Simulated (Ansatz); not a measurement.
Gas-phase reaction in SMILES: CCCCC=O → [CH2]C + [CH2]CC=O (the C-C bond at the site shown breaks; other sites are not compared here)
Structures are relaxed separately at B3LYP-D3(BJ)/def2-TZVP in Ansatz (a quantum-chemistry and plane-wave program), one conformer each, not searched for the lowest.

Wanted: bond dissociation energy (electronic energy difference), in kcal/mol. Correlated levels leave the core frozen unless marked. Open shells are spin-unrestricted. Spin-orbit coupling is left out. No relativistic terms. Basis-set limits of correlation are two-point, X^-3; Hartree-Fock from the larger set. [CCSD(T)-MP2]/basis is that difference in the basis named.

```json
[
 {"level": "revPBE-D3(BJ)/def2-TZVPD", "program": "Ansatz + dftd3", "bond dissociation energy (kcal/mol)": "88.6"},
 {"level": "revPBE-D4/def2-TZVPD", "program": "Ansatz + dftd4", "bond dissociation energy (kcal/mol)": "89.5"},
 {"level": "HSE06/def2-TZVPD", "program": "Ansatz", "bond dissociation energy (kcal/mol)": "89.4"},
 {"level": "CAM-B3LYP/def2-TZVPD", "program": "Ansatz", "bond dissociation energy (kcal/mol)": "…"},
 {"level": "LC-wPBE-D4/def2-TZVPD", "program": "Ansatz + dftd4", "bond dissociation energy (kcal/mol)": "91.7"},
 {"level": "B2GP-PLYP-D4/def2-TZVPD", "program": "Ansatz + dftd4", "bond dissociation energy (kcal/mol)": "92.3"},
 {"level": "SCS-MP2/STO-3G", "program": "Ansatz", "bond dissociation energy (kcal/mol)": "123.4"},
 {"level": "CCSD/cc-pVDZ", "program": "Ansatz", "bond dissociation energy (kcal/mol)": "…"},
 {"level": "RI-MP2/CBS(aug-cc-pVTZ,aug-cc-pVQZ)+[CCSD(T)-MP2]/aug-cc-pVTZ", "program": "Ansatz", "bond dissociation energy (kcal/mol)": "…"}
]
```

Q: Fill in the missing entries.

A: 
- CAM-B3LYP/def2-TZVPD, bond dissociation energy (kcal/mol): 88.3
- CCSD/cc-pVDZ, bond dissociation energy (kcal/mol): 90.8
- RI-MP2/CBS(aug-cc-pVTZ,aug-cc-pVQZ)+[CCSD(T)-MP2]/aug-cc-pVTZ, bond dissociation energy (kcal/mol): 95.2
